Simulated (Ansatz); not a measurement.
A search over several starts for the lowest SCF solution of [Au(OH)4]- (AuO4H4⁻) at the given spin, in a small basis.

```yaml
crystal:
  periodic: [false, false, false]
  atoms:
    - {symbol: Au, position_ang: [-0.000018, 0.000010, -0.000418]}
    - {symbol: O, position_ang: [1.942075, 0.433364, -0.040370]}
    - {symbol: H, position_ang: [2.362640, -0.432615, -0.054459]}
    - {symbol: O, position_ang: [-0.433002, 1.942485, 0.020468]}
    - {symbol: H, position_ang: [0.432863, 2.363196, 0.003879]}
    - {symbol: O, position_ang: [-1.942108, -0.433349, 0.039732]}
    - {symbol: H, position_ang: [-2.362598, 0.432651, 0.056738]}
    - {symbol: O, position_ang: [0.432983, -1.942457, -0.021700]}
    - {symbol: H, position_ang: [-0.432846, -2.363264, -0.003860]}
basis:
  gaussian: {orbitals: def2-SVP}
total_charge: -1
magnetization: {spin_polarized: true, initial_magnetization: 0}
hamiltonian: {xc: pbe0, dispersion: d4}
output: {orbitals: {seedname: orbitals}}
```

```sh
$ ansatz run in.yaml --threads 4 --pin off --events-out ev --progress --plain --max-ram 3916MiB
```

Shortened log:

```
Functional definition: PBE0
1050 factors; integrals over basis functions are off by at most 5.2e-4 eV
mean field evaluation 1: about -11919.3346 eV, gradient 5.7e1 eV
mean field evaluation 2: about -11893.6389 eV, gradient 9.8e1 eV
mean field evaluation 4: about -11931.0617 eV, gradient 1.4e0 eV
mean field evaluation 8: about -11931.4553 eV, gradient 3.2e-2 eV
mean field evaluation 16: about -11931.4553 eV, gradient 6.9e-5 eV
mean field -11931.45530416 eV, -438.4728949969 hartree, gradient 6.9e-5 eV, S^2 0.000000; 0 other end points of the search recorded, 0 dependent functions left out
reference -11931.45533837 eV, -438.4728962541 hartree; 28, 28 occupied and 80, 80 virtual orbitals, 1050 factors
Total energy: -11931.62001700 eV, -438.4789480824 hartree
```

It took 1 s on 4 threads of AMD EPYC 9R45 on a shared host.

In the def2 sets Au takes a core potential; there is no spin–orbit coupling.
